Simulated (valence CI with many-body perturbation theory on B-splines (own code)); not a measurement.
**Cs¹⁵⁺ in three bases**

Calculated by valence CI with perturbative core correlation (CI+MBPT): four valence electrons over a frozen Dirac-Fock core [Kr], a basis of 7 s, 7 p, 8 d, 6 f, 4 g, 1 h functions for each j, with the one-electron correlation potential Σ1 (screened to all orders), the two-electron term Σ2, the three-electron term Σ3, Breit, model QED; selected single and double excitations, second order for the rest, scaled by the run's own slope (own B-spline code, finite nucleus).

No measured spectrum was set against this ion. As an estimate, terms of the open shell hold to 2 to 4 % of their energy, and close levels can change places. Only levels of the ground parity were solved; by the run's estimate the other parity begins above the list, which can be wrong where configurations are misplaced.

The reference run has the lowest level 4d⁴ ⁵D_0 and an ionisation energy of 383.151 eV. Its largest variational space holds 19947 state functions.

Names give the largest LS component (configuration and term), which can be under half, so a name can repeat, a term be missing and a line seem to break the LS rules; names also repeat where a configuration has a term twice. Letters in brackets count levels of one name in rising energy.

Changed runs:
A. basis 6 s, 6 p, 5 d, 5 f, 1 g
B. basis 5 s, 5 p, 4 d, 4 f

Excitation energies of the reference run in cm⁻¹, and shifts in cm⁻¹:

| Level | Reference | A | B |
| --- | --- | --- | --- |
| 4d⁴ ⁵D_1 | 9613 | -106 | -246 |
| 4d⁴ ⁵D_2 | 17857 | -142 | -309 |
| 4d⁴ ⁵D_3 | 24241 | -127 | -245 |
| 4d⁴ ⁵D_4 | 28337 | -44 | -13 |
| 4d⁴ ³P_0 [a] | 41987 | +157 | +445 |
| 4d⁴ ³H_4 | 44018 | +99 | +566 |
| 4d⁴ ³G_3 | 52304 | +145 | +798 |
| 4d⁴ ³H_5 | 54819 | +111 | +730 |
| 4d⁴ ³F_2 [a] | 54952 | +219 | +975 |
| 4d⁴ ³P_1 [a] | 56971 | +186 | +784 |
| 4d⁴ ³H_6 | 59597 | +145 | +832 |
| 4d⁴ ³G_4 | 65133 | +149 | +827 |
| Ionisation energy (eV) | 383.151 | -0.052 | -0.120 |
